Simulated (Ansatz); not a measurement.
Cost and result up the ladder for Mg₅S₄ (the lowest singlet isomer of a short search) (9 atoms). Charge 0, multiplicity 1. Geometry: B3LYP-D4/def2-SVP.

```xyz
9

Mg   -1.545    2.643    0.455
Mg    1.666    0.708   -0.177
Mg   -0.598   -0.379   -1.676
Mg    0.633   -2.015    0.500
Mg   -1.215    0.172    1.699
S     1.188   -0.198    2.041
S    -1.744   -1.610    0.094
S    -0.046    1.990   -1.375
S     1.662   -1.311   -1.560
```

Ansatz on 4 threads of Arm Neoverse V2 on a shared host. Times are rough, and most runs start from the orbitals of an earlier one. No level here is sound enough to serve as a yardstick. Binding counts from free atoms at the same level (Mg singlet, S triplet; other spins of the atoms weren't run), without zero-point energy or a counterpoise term.

B3LYP takes the VWN-RPA correlation. Correlated methods freeze 25 core orbitals; core or outer-core shells of Mg are correlated, in sets that lack core-valence functions. The rows differ in basis, and correlated rows in double-zeta sets carry the largest basis error. The structure comes from a short search, and lower isomers may exist.

Run but left out: PBE-QIDH/def2-TZVP (restricted singlet, unstable in another Hartree–Fock run and untested here).

Correlated methods converge slowly with the basis, most of all in double-zeta sets.

```json
{"level": "PBE-D4/def2-SVP", "functions": "162", "wall time": "3.8 s", "binding energy per atom (eV)": "2.82", "remarks": "restricted SCF unstable in HF"}
{"level": "LDA (SPW92)/def2-TZVP", "functions": "308", "wall time": "4 s", "binding energy per atom (eV)": "3.11", "remarks": "restricted SCF unstable in HF"}
{"level": "PBE0-D4/def2-SVP", "functions": "162", "wall time": "7 s", "binding energy per atom (eV)": "2.80", "remarks": "restricted SCF unstable in HF"}
{"level": "PBE-D4/def2-TZVP (with forces)", "functions": "308", "wall time": "8 s", "binding energy per atom (eV)": "2.79", "remarks": "restricted SCF unstable in HF"}
{"level": "MP2/def2-TZVP", "functions": "308", "wall time": "14 s", "binding energy per atom (eV)": "2.75", "remarks": "restricted SCF unstable"}
{"level": "B3LYP-D4/def2-TZVP", "functions": "308", "wall time": "16 s", "binding energy per atom (eV)": "2.61", "remarks": "restricted SCF unstable in HF"}
{"level": "r2SCAN-D4/def2-TZVP", "functions": "308", "wall time": "17 s", "binding energy per atom (eV)": "2.88", "remarks": "restricted SCF unstable in HF"}
{"level": "PBE0-D4/def2-TZVP", "functions": "308", "wall time": "18 s", "binding energy per atom (eV)": "2.77", "remarks": "restricted SCF unstable in HF"}
{"level": "CCSD(T)/def2-SVP", "functions": "162", "wall time": "1.7 min", "binding energy per atom (eV)": "2.46", "remarks": "restricted SCF unstable"}
```
